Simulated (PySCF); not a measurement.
## Polarisability and C₆ of Sb²⁺ (antimony, charge +2)

[Kr] 4d10 5s1 5p2, high-spin 4P determinant (an excited configuration). Computed with PySCF 2.14 in x2c-TZVPPall with one added diffuse shell each of s, p, d, f type (9s7p5d3f, 76 functions), with scalar relativity by spin-free X2C-1e. Coupled (time-dependent) response in atomic units; α is the mean over directions.

```
 method  mean α (bohr³)         α xx, yy, zz  C₆ (like pair)  S(−4)
    UHF           15.33  16.15, 14.93, 14.93           95.83  67.81
    PBE           15.22  15.28, 15.20, 15.20           94.86  67.96
   PBE0           15.11  15.38, 14.97, 14.97           93.93  66.44
wB97X-V           15.17  15.53, 14.99, 14.99           94.46  67.09
```

S(−4) is the Cauchy moment in α(ω) = α(0) + S(−4) ω² + …

Spin-orbit coupling is absent.

α(iu) at PBE0:

| u (hartree) | α(iu) (bohr³) |
| --- | --- |
| 0 | 15.11 |
| 0.0500 | 14.94 |
| 0.100 | 14.47 |
| 0.200 | 12.90 |
| 0.300 | 10.99 |
| 0.500 | 7.718 |
| 0.750 | 5.210 |
| 1.00 | 3.814 |
| 1.50 | 2.426 |
| 2.00 | 1.751 |
| 3.00 | 1.077 |
| 5.00 | 0.5332 |

A single London oscillator, α(iu) = α/(1 + u²/ω²), gives C₆ = (3/4) ω α². Matching the computed C₆ needs ω = 4 × 93.93 / (3 × 15.11²) = 0.549 hartree.

For an ion, C₆ is the dispersion term alone; charge-induced terms of lower order in 1/R come first.

The components differ because the open shell of this determinant is not spherical; for a pure term their mean is the scalar polarisability.
